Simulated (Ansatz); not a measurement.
Cartesian coordinates (Å):
```xyz
20

C      2.2351    -1.2942     0.2274
C      1.3797    -0.0875    -0.0425
C      1.9361     1.1303    -0.3817
C      1.1011     2.2495    -0.6300
N     -0.2092     2.2184    -0.5603
C     -0.7990     1.0356    -0.2285
C     -2.2180     0.9925    -0.1506
C     -2.8709    -0.1752     0.1802
C     -2.1317    -1.3536     0.4483
C     -0.7535    -1.3445     0.3810
C     -0.0485    -0.1570     0.0426
H      1.9947    -2.1179    -0.4648
H      2.0753    -1.6775     1.2486
H      3.3020    -1.0561     0.1159
H      3.0203     1.2410    -0.4612
H      1.5604     3.2095    -0.8983
H     -2.7566     1.9176    -0.3630
H     -3.9618    -0.1969     0.2371
H     -2.6583    -2.2745     0.7097
H     -0.1972    -2.2596     0.5900
```
Charge 0, spin multiplicity 1.

Computed with Ansatz (a first-principles code) with frozen-core CCSD(T)/cc-pVDZ // B3LYP-D3(BJ)/def2-SVP. The restricted HF reference is unstable towards unrestricted orbitals.

| Quantity | Value |
|---|---|
| HF energy | -438.41824 Ha |
| MP2 correlation energy | -1.46889 Ha |

Task: Estimate the CCSD correlation energy, the (T) correction, the total energy and the T1 diagnostic.

Result: 
```yaml
CCSD correlation energy: -1.52348 Ha
"(T) correction": -0.07045 Ha
CCSD(T) total energy: -440.01216 Ha
T1 diagnostic: 0.011
```
